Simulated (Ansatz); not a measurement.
Cost and result for the atomization energy of `OC(O)=[CH][SnH3]` (11 atoms, 10 bonds).

```xyz
11

O     1.408    1.031   -0.429
C     0.088    1.003   -0.704
O    -0.235    2.023   -1.510
C    -0.814    0.116   -0.266
Sn   -0.348   -1.487    0.995
H     1.634    0.293    0.152
H     0.566    2.525   -1.694
H    -1.831    0.270   -0.603
H     1.350   -1.370    1.283
H    -1.153   -1.400    2.497
H    -0.665   -3.003    0.278
```

Charge 0, multiplicity 1. Correlated methods include outer-core shells of Sn, which these sets cover unevenly. Sn: def2 effective core potential. Geometry: relaxed with PBE0-D4/def2-TZVP. It is one conformer, not always the lowest. Program: Ansatz. All runs use 4 threads of an Arm Neoverse V2 on a shared host. Times are those of one run each, without the atoms' runs, and a repeat can differ threefold. Electronic energies, without spin–orbit coupling; frozen cores. CCSD(T)/CBS adds CCSD(T) − MP2 in def2-TZVPP to the MP2 limit, and its time is that of the two runs behind it. T1 = 0.013. With those shells the extrapolation isn't a true limit. B3LYP takes the VWN-RPA correlation (the form of Gaussian; ORCA's B3LYP/G).

CCSD(T)/CBS is a level of theory with its own doubt, some kJ/mol a heavy atom from the limit and from the frozen cores, so smaller differences don't rank the functionals.

```csv
level,functions,wall time,atomization (kJ/mol),difference from CCSD(T)/CBS,per bond
PBE-D4/def2-TZVPP (with forces),258,2.2 s,3957.0,84.0,8.4
PBE0-D4/def2-TZVPP,258,2.5 s,3856.7,-16.3,-1.6
B3LYP-D4/def2-TZVPP (with forces),258,4.1 s,3840.7,-32.3,-3.2
r2SCAN-D4/def2-TZVPP (with forces),258,4.2 s,3869.4,-3.6,-0.4
B2PLYP/def2-TZVPP,258,4.8 s,3800.9,-72.1,-7.2
ωB97X-V/def2-TZVPP,258,7 s,3873.4,0.4,0.0
ωB97M-V/def2-TZVPP (with forces),258,10 s,3867.4,-5.6,-0.6
MP2/def2-QZVPP,490,19 s,3887.8,14.8,1.5
CCSD(T)/def2-TZVPP,258,4.1 min,3764.7,-108.3,-10.8
CCSD(T)/CBS(def2),–,4.4 min,3873.0,0.0,0.0
```

In def2-TZVPP, CCSD(T) changes the Hartree–Fock value by +1134.6 kJ/mol (the triples alone add +74.4 kJ/mol) and MP2 by +1193.6 kJ/mol; breaking electron pairs costs correlation energy, which Hartree–Fock lacks. The D4 term adds +36.2 kJ/mol with B3LYP and +18.9 kJ/mol with PBE0; it sums over pairs of atoms, weighted by their polarisabilities, and B3LYP, whose exchange is more repulsive, gets the larger term. From PBE to PBE0 (25 % exact exchange), in def2-TZVPP and without D4, the atomization energy moves by −96.9 kJ/mol: exact exchange takes away binding that semilocal exchange gives to molecules.

Spin–orbit coupling would lower the free Sn atoms strongly, and the atomization energy with them, by more than many differences here. For some Ge, Se and Sn compounds the MP2-based and the directly extrapolated limit differ by 10 to 25 kJ/mol.
